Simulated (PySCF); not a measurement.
## Electronic structure of O+ (oxygen, charge +1) at the UHF level

Configuration: [He] 2s2 2p3, high-spin 4S determinant. Computed with PySCF 2.14 in def2-SVP (3s2p1d, 14 functions), with no relativity, point nucleus.

* Total energy: -74.276071 hartree
* One-electron energy: -98.2952 hartree
* Hartree (Coulomb) energy: 31.9064 hartree
* Exchange energy: -7.8872 hartree
* Kinetic energy: 74.36880 hartree
* ⟨S²⟩: 3.7558
* ⟨L²⟩: 0.000
* Sum of ⟨r⟩: 5.864 bohr
* Sum of ⟨r²⟩: 7.554 bohr²
* Density at the nucleus (Gaussians lack the cusp): 283 bohr⁻³
* Spin density at the nucleus: 1.23 bohr⁻³
* Langevin diamagnetic susceptibility: -5.98 ×10⁻⁶ cm³/mol
* Time after the integrals: 0.04 s of wall time on 1 thread of Neoverse-V1 (shared host)

```csv
shell,electrons,mean orbital energy (hartree),"rms radius, mean of both spins (bohr)"
1s α,1,-21.41265,0.231
1s β,1,-21.27222,0.231
2s α,1,-2.04875,1.22
2s β,1,-1.51440,1.22
2p α,3,-1.33628,1.22
```
